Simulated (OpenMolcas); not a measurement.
How methods differ on BNH3ClO (SMILES NB(O)Cl)

BNH3ClO has 7 atoms, charge 0, and is taken as a singlet. As SMILES, `NB(O)Cl`. Geometry: relaxed at PBE0-D4/def2-TZVP. This is one conformer, not always the lowest.

```xyz
7

N    -0.5201    0.9762   -0.0144
B     0.0609   -0.2881   -0.0833
O     1.0970   -0.6226    0.7324
Cl   -0.5700   -1.4771   -1.2604
H    -1.2842    1.2573   -0.5991
H    -0.1943    1.6717    0.6334
H     1.4108   -1.5174    0.5915
```

Quantity: the dipole moment, in D. The values are calculated.

| level | kind | program | value (D) | CPU time |
| --- | --- | --- | --- | --- |
| HF/def2-SVPD | Hartree–Fock | OpenMolcas | 1.11 | 24 s |
| SVWN5/def2-SVPD | LDA | OpenMolcas | 1.22 | 49 s |
| PBE/def2-SVPD | GGA | OpenMolcas | 1.25 | 65 s |
| revPBE/def2-SVPD | GGA | OpenMolcas | 1.26 | 64 s |
| TPSS/def2-SVPD | meta-GGA | OpenMolcas | 1.29 | 80 s |
| B3LYP/def2-SVPD | global hybrid | OpenMolcas | 1.18 | 72 s |
| BHLYP/def2-SVPD | global hybrid | OpenMolcas | 1.14 | 61 s |
| PBE0/def2-SVPD | global hybrid | OpenMolcas | 1.21 | 63 s |

The values span 1.11 to 1.29 D. Magnitudes only. CPU times are rough (shared hosts, several kinds of processor): they show what a rung costs within a factor of a few.
